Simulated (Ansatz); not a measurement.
Basis-set extrapolation for C9H16, SMILES `C#CCCCCCCC` (PBE0-D4/def2-TZVP geometry, frozen core, Ansatz). Multiplicity 1, RHF reference.

```tsv
	def2-TZVPP	def2-QZVPP
HF	-350.197669	-350.213521
MP2 correlation	-1.530206	-1.625009
CCSD(T) correlation	-1.680677	not run
```

Energies in hartree. Use E(X) = E(∞) + A·exp(−7.88·√X) for Hartree–Fock and E(X) = E(∞) + B·X^(−2.97) for correlation, with X = 3 and 4, and add CCSD(T) minus MP2 of the smaller set to the MP2 limit.

**Question.** What is the CCSD(T) energy at the basis-set limit?

**Answer.** HF limit: -350.213521 + (-0.015852) × 0.13774 = -350.21570. MP2 limit: -1.625009 + (-0.094803) × 0.74074 = -1.69523. Higher-order term: -1.680677 − (-1.530206) = -0.15047. Total: -352.06140 hartree, 4.98 eV below CCSD(T)/def2-TZVPP.
